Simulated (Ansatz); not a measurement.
`CN(C)[Si]O`. The species carries charge 0 and has multiplicity 1. All single points use the PBE0-D4/def2-TZVP geometry. It is one conformer, not always the lowest.

```xyz
12

C    -0.341    0.901    0.578
N     0.089   -0.266   -0.147
C     0.063   -1.463    0.664
Si    0.613   -0.432   -1.784
O     0.534    1.099   -2.407
H    -0.331    1.795   -0.049
H     0.309    1.097    1.440
H    -1.364    0.779    0.956
H     0.726   -1.372    1.534
H     0.396   -2.321    0.073
H    -0.949   -1.675    1.032
H     0.255    1.858   -1.888
```

**Question.** What is the dipole moment at ωB97M-V/def2-TZVPP? (Estimate.)

**Answer.** Computed: 3.05 D, with components (-0.97, 0.93, 2.74) D in this frame, pointing from negative to positive charge.

**Question.** And with PBE, r2SCAN, B3LYP? (Best estimate.)

**Answer.** Computed: PBE 3.20 D, r2SCAN 3.32 D, B3LYP 3.13 D.

**Question.** Give the Mulliken charges with ωB97M-V, PBE, r2SCAN in def2-TZVPP. (An estimate is asked.)

**Answer.** Ansatz gave: 
```csv
atom,ωB97M-V,PBE,r2SCAN
C1,-0.24,-0.19,-0.06
N2,-0.19,-0.11,-0.21
C3,-0.22,-0.17,-0.04
Si4,0.21,0.15,0.24
O5,-0.36,-0.33,-0.39
H6,0.08,0.05,0.02
H7,0.12,0.09,0.06
H8,0.12,0.09,0.06
H9,0.11,0.08,0.05
H10,0.11,0.09,0.06
H11,0.11,0.08,0.05
H12,0.16,0.16,0.17
```

B3LYP here is the variant with VWN-RPA as its local correlation; programs differ in this.
